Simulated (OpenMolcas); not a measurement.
Levels of Ru II by method

```
Program             : OpenMolcas
Basis               : ANO-RCC-VDZP [6s5p3d1f]
Scalar Hamiltonian  : DKH2, point nucleus
Active space        : 7 electrons in 6 orbitals (4d 5s)
State averaging     : 2S+1 = 6 even, 6 roots; 2S+1 = 4 even, 50 roots; 2S+1 = 2 even, 105 roots
Spin-orbit coupling : RASSI with atomic mean-field integrals over the reference wave functions, term energies averaged over their components
```

Methods on the same reference wave functions:
A. CASSCF
B. SS-CASPT2, IPEA 0.25 Eh, imaginary shift 0.1 Eh (closed shells correlated: 4s 4p)
C. MS-CASPT2, IPEA 0.25 Eh, imaginary shift 0.1 Eh (closed shells correlated: 4s 4p)

Energies in cm⁻¹ above 4d⁷ ⁴F_9/2, the measured ground level; measured values from NIST Handbook of Basic Atomic Spectroscopic Data.

| Level | A | B | C | Measured |
| --- | --- | --- | --- | --- |
| 4d⁷ ⁴F_9/2 | 0.0 | 0.0 | 0.0 | 0.0 |
| 4d⁶ 5s ⁶D_9/2 | 945 | 7060 | 7100 | 9151 |
| 4d⁷ ⁴F_7/2 [75 %] | 1619 | 1658 | 1668 | 1523 |
| 4d⁶ 5s ⁶D_7/2 [75 %] | 1989 | 8080 | 8120 | 10150 |
| 4d⁶ 5s ⁶D_5/2 [60 %] | 2560 | 8400 | 9040 | 10852 |
| 4d⁷ ⁴F_5/2 | 2826 | 2720 | 2740 | 2494 |
| 4d⁶ 5s ⁶D_1/2 [69 %] | 3356 | 9170 | 9330 | 11604 |
| 4d⁷ ⁴F_3/2 | 3477 | 3380 | 3410 | 3104 |
| 4d⁷ ⁴P_5/2 [60 %] | 10979 | 9390 | 8470 | 8257 |
| 4d⁷ ²G_9/2 | 11736 | 11290 | 11330 |  |
| 4d⁷ ⁴P_1/2 [61 %] | 12484 | 10820 | 10170 | 9374 |
| 4d⁷ ²G_7/2 | 13208 | 12750 | 12790 |  |
| 4d⁶ 5s ⁴D_7/2(1) | 15292 | 17230 | 17270 |  |
| 4d⁶ 5s ⁴D_5/2(1) | 16399 | 18410 | 18440 |  |
| 4d⁷ ²H_11/2 | 16503 | 16030 | 16070 |  |
| 4d⁷ ²D_5/2 | 16754 | 14910 | 14960 |  |
| 4d⁷ ²P_1/2 [59 %] | 16842 | 14880 | 14900 |  |
| 4d⁶ 5s ⁴D_3/2(1) | 17284 | 19190 | 19210 |  |
| 4d⁷ ²H_9/2 | 17994 | 17530 | 17570 |  |
| 4d⁶ 5s ⁴D_1/2(1) [62 %] | 18034 | 19620 | 19650 |  |
| 4d⁶ 5s ⁴H_13/2 | 20845 | 24850 | 24890 |  |
| 4d⁶ 5s ⁴H_11/2 | 21081 | 25030 | 25070 |  |
| 4d⁶ 5s ⁴H_9/2 [63 %] | 21287 | 25050 | 25090 |  |
| 4d⁶ 5s ⁴H_7/2 [74 %] | 21585 | 25400 | 25450 |  |

Deviations, from unrounded energies. A percentage is the sum of absolute deviations over the sum of measured energies, with the sign that they share, or ± where signs differ.

```
                        Against measurement  Levels      A      B      C
             mean absolute deviation (cm-1)       9   4400   1400   1100
      fine structure of the ground term (%)       3  +11.2   +9.0   +9.7
other terms of the ground configuration (%)       2  +33.1  +14.6   +5.7
                   other configurations (%)       4  -78.8  -21.7  -19.6
```

C lies closest to measurement on these levels and A furthest from it. The largest miss of C in the table is 4d⁶ 5s ⁶D_1/2 [69 %], by -2300 cm-1. The ranking rests on the paired levels alone, and a cruder setting can come out closer through cancelling errors.

Between B and C the level of the table that moves most is 4d⁷ ⁴P_5/2 [60 %], by 910 cm-1 (lowest in C, highest in B). Moves below CASPT2's spread within the term are not significant.

The mean deviations of B to C differ by less than CASPT2's widest spread within a term (1300 cm-1), so their order carries little weight.

From A to B the spin-free energies of the other terms of 4d⁷ shown, above ⁴F, scale by factors of 0.81 to 0.97.

The lowest spin-free term lies below A's lowest term by 0.352 hartree in B, 0.352 hartree in C.

Term energies are means over components that CASPT2 splits; among the terms shown or strongly mixed into the levels shown the widest spread is 1300 cm-1 (4d⁷ ⁴F, C). Some levels mix across a computed gap that differs much from the measured one, so their mixing is not that of the real levels. Configurations are named by rounded mean occupations; where the s occupation lies near a half they are strongly mixed, a name can repeat and a true partner stay unpaired. A single d shell beside an s shell can misplace configurations of different d count against each other. Without dynamic correlation excited terms often stand tens of per cent too high (terms of higher spin than the ground term too low), and those without a measured partner can miss by more than the paired ones (holds for A). Some terms miss by over 15 % even with CASPT2, which points to a basis or an active space too small for the shells correlated (holds for B). Blocks of more than 70 roots (2S+1 = 2 even) ran without multistate coupling (holds for C). Computed and measured levels are paired by configuration, term and J; levels that our copy of the source lacks, or whose pairing is in doubt (as where it misses far off the trend of its configuration), stay unpaired and out of the deviations. Levels of configurations outside the active space are missing. The table leaves out levels that lie high or whose names do not pair safely across all columns.

A share in square brackets marks a mixed level and gives the weight of the term that names it, the lowest over the columns. A number in round brackets counts repeated terms of one configuration in the order of the reference energies.
